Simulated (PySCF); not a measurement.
PySCF 2.14 output of an unrestricted B3LYP calculation on a single atom or ion in jorge-DZP-DKH (8s6p2d1f, 43 functions), with the spin-free X2C one-electron Hamiltonian (Gaussian nucleus):

```
SCF conv_tol = 1e-09
number electrons alpha = 14  beta = 12
    P. J. Stephens, F. J. Devlin, C. F. Chabalowski, and M. J. Frisch.,  J. Phys. Chem. 98, 11623 (1994)
cycle= 1 E= -1519.54246990454  delta_E= -0.00876  |g|= 0.116  |ddm|=  0.1
cycle= 2 E= -1519.54085219174  delta_E= 0.00162  |g|= 0.158  |ddm|= 0.132
cycle= 3 E= -1519.54463206792  delta_E= -0.00378  |g|= 0.00268  |ddm|= 0.074
cycle= 4 E= -1519.54463334639  delta_E= -1.28e-06  |g|= 0.000267  |ddm|= 0.00143
cycle= 5 E= -1519.54463337055  delta_E= -2.42e-08  |g|= 1.62e-05  |ddm|= 0.000259
cycle= 6 E= -1519.54463337071  delta_E= -1.5e-10  |g|= 1.29e-06  |ddm|= 2.35e-05
converged SCF energy = -1519.54463337071  <S^2> = 2.0007415  2S+1 = 3.0004943
```

The run itself started from symmetry-adapted Hartree-Fock orbitals and held the occupation by maximum overlap, on a logarithmic radial grid, so the iterations belong to that start.

Question: Which element, charge and spin multiplicity is this?

Answer: Ni²⁺ (nickel, charge +2), multiplicity 3; the state was [Ar] 3d8, high-spin 3F determinant.
